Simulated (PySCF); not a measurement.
SMILES F[SiH2]C[CH2][Ge]([Cl])([Cl])[Cl] (C₂H₆Cl₃FGeSi) at its PBE0/def2-SVP optimised geometry (Å):

```
14

Si    -1.5374    -0.4239     0.0000
F     -2.0242     1.1324     0.0000
C      0.3416    -0.4239     0.0000
C      1.0409     0.4500    -1.0417
Ge     0.9559    -0.1926    -2.8744
Cl     1.1555    -2.3329    -2.9416
Cl    -0.8924     0.3120    -3.8422
Cl     2.5457     0.6552    -4.0392
H     -2.0278    -1.0680     1.2502
H     -2.1203    -1.0864    -1.1969
H      0.6436    -0.0836     1.0065
H      0.6815    -1.4724    -0.0730
H      0.6295     1.4724    -1.0638
H      2.1203     0.5411    -0.8361
```

Method: PBE0/def2-TZVP in PySCF. Cells within 0.4 Å of a nucleus heavier than hydrogen are left out (blank, or x).

Map of the electrostatic potential (hartree/e), clipped to [-0.08, 0.12] on the plane z = 0.0 Å:

```
|1111111111222222222222222222222|
|1111111111122222222222222222222|
|1111111111112222222222222222222|
|1111111111112222222222222222222|
|1111111111111222233333332222222|
|1111100000111222333333333322222|
|1111000000011223333333333333222|
|1110000000001223344333333333322|
|1110000122101233444433333333332|
|1100002999621234454444433333333|
|11100199x9952334555544444433333|
|1110029xxx995445566655555443333|
|11111399xx999766789976665543333|
|2222249999999999999998876544333|
|2223469999999999999997776544333|
|2233599999999999999996665443333|
|223469999xxx999xxx9996554443333|
|223469999xxx999xxx9985444433333|
|2234589999999999999974443333333|
|2233469999999999999974433333332|
|2223346999999999999974433333322|
|2223334699999879999974333333222|
|2222333457777667999854333332222|
|2222233345555555676543333322222|
|2222223334444444444433333222222|
|2222222333333333333333322222222|
|2222222233333333333333222222222|
|2222222223333333333322222222222|
|2222222222223333322222222222222|
|2222222222222222222222222222222|
|2222222222222222222222222222222|
```
Scale: ten equal steps from -0.035 (start of '0') to 0.120 (end of '9'), in the order '0123456789'; x runs from -4.50 to 4.50, y from -4.50 (bottom) to 4.50 (top).
